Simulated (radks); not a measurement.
Radial electron density D(r) = 4 pi r^2 rho(r) of an atom or ion with 53 electrons. Method: non-relativistic Kohn-Sham, PBE, spin-polarised, spherical densities, point nucleus; computed with a radial shooting solver on a logarithmic mesh with Libxc functionals.

```
   r/bohr * D(r) (the largest magnitude, 89.6, reaches the edge; | marks zero)
0.0009329 |*
 0.001077 |*
 0.001234 |*
 0.001426 |*
 0.001646 | *
 0.001901 |  *
 0.002178 |  *
 0.002516 |   *
 0.002905 |    *
 0.003355 |      *
 0.003844 |       *
 0.004439 |         *
 0.005127 |            *
 0.005921 |               *
 0.006784 |                  *
 0.007834 |                      *
 0.009048 |                          *
  0.01045 |                             *
  0.01197 |                                 *
  0.01383 |                                    *
  0.01597 |                                       *
  0.01844 |                                        *
  0.02113 |                                         *
   0.0244 |                                        *
  0.02818 |                                      *
  0.03254 |                                     *
  0.03728 |                                    *
  0.04306 |                                     *
  0.04973 |                                       *
  0.05743 |                                            *
  0.06579 |                                                *
  0.07599 |                                                     *
  0.08775 |                                                      *
   0.1013 |                                                    *
   0.1161 |                                                *
   0.1341 |                                          *
   0.1549 |                                        *
   0.1788 |                                        *
   0.2049 |                                           *
   0.2366 |                                              *
   0.2733 |                                           *
   0.3156 |                                    *
   0.3616 |                          *
   0.4176 |                  *
   0.4823 |               *
    0.557 |               *
   0.6381 |                 *
    0.737 |                 *
   0.8511 |              *
   0.9829 |          *
    1.126 |      *
    1.301 |    *
    1.502 |   *
    1.735 |  *
    1.987 |  *
    2.295 | *
    2.651 |*
    3.061 |*
    3.507 *
     4.05 *
    4.678 *
    5.402 *
    6.189 *
    7.148 *
```

What is the nuclear charge?

Answer. Z = 54. The innermost maximum, from 1s, lies near 1/Z = 0.0185 bohr (found: 0.0206), and its height grows with Z. The density is that of the xenon ion Xe+ in [Kr] 4d10 5s1 5p6; the configuration itself is not fixed sharply by these data, and Z only to a few units. D(r) has 4 maxima, at r = 0.0206, 0.0871, 0.240, 0.686 bohr, and minima at 0.0382, 0.161, 0.498 bohr, inside which lie 1.99, 11.37, 28.94 electrons.
